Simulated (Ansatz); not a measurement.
Geometry optimisation, UKS PBE-D4/def2-SVP in Ansatz 0.2.0.

input.yaml

```yaml
crystal:
  periodic: [false, false, false]
  atoms:
    - { symbol: O, position_ang: [-1.9146, -0.0356, 1.0116] }
    - { symbol: C, position_ang: [-1.2018, 0.8596, 0.5571] }
    - { symbol: C, position_ang: [0.1739, 0.6027, 0.066] }
    - { symbol: Si, position_ang: [0.7176, -1.1264, -0.3426] }
    - { symbol: Cl, position_ang: [0.4536, 1.6111, -1.3959] }
    - { symbol: H, position_ang: [-1.504, 1.94, 0.5767] }
    - { symbol: H, position_ang: [0.9091, 1.0003, 0.8476] }
    - { symbol: H, position_ang: [-0.1869, -1.6842, -1.4132] }
    - { symbol: H, position_ang: [0.5862, -2.0027, 0.8982] }
    - { symbol: H, position_ang: [2.0501, -1.2161, -0.8025] }
magnetization:
  spin_polarized: true
basis:
  gaussian: { orbitals: def2-SVP }
hamiltonian:
  xc: pbe
  dispersion: d4
relax:
  f_tol: 0.02
  max_steps: 50
```

Command:

```bash
$ ansatz run input.yaml --threads 2 --pin off --max-ram 3072MiB --backend cpu --events-out ev --progress --plain --runs-dir out
```

Problem. Where does it end, and by what steps?

Solution. It converged. After 11 steps the energy has fallen by 0.241 eV; H6 moved furthest, 0.28 Å.

| step | energy less start (eV) | largest force component (eV/Å) | accepted |
| --- | --- | --- | --- |
| 0 | 0.0000 | 2.031 | yes |
| 1 | -0.0860 | 1.898 | yes |
| 2 | -0.2102 | 1.231 | yes |
| 3 | -0.2296 | 0.493 | yes |
| 4 | -0.2374 | 0.153 | yes |
| 5 | -0.2394 | 0.090 | yes |
| 6 | -0.2394 | 0.199 | yes |
| 7 | -0.2406 | 0.044 | yes |
| 8 | -0.2408 | 0.024 | yes |
| 9 | -0.2405 | 0.084 | no |
| 10 | -0.2409 | 0.024 | yes |
| 11 | -0.2410 | 0.012 | yes |

```xyz
10
Properties=species:S:1:pos:R:3
O -1.822 -0.053 1.089
C -1.193 0.832 0.546
C 0.245 0.653 0.091
Si 0.662 -1.179 -0.332
Cl 0.583 1.733 -1.321
H -1.632 1.854 0.343
H 0.904 0.992 0.922
H -0.332 -1.670 -1.341
H 0.622 -2.015 0.913
H 2.047 -1.198 -0.908
```

Whether the end is a true minimum wasn't checked by a vibrational analysis.

Time of the run: 34 s on 2 threads of AMD EPYC 7R43 64-Core Processor (Zen 3), on a shared host, peak memory 0.19 GiB.
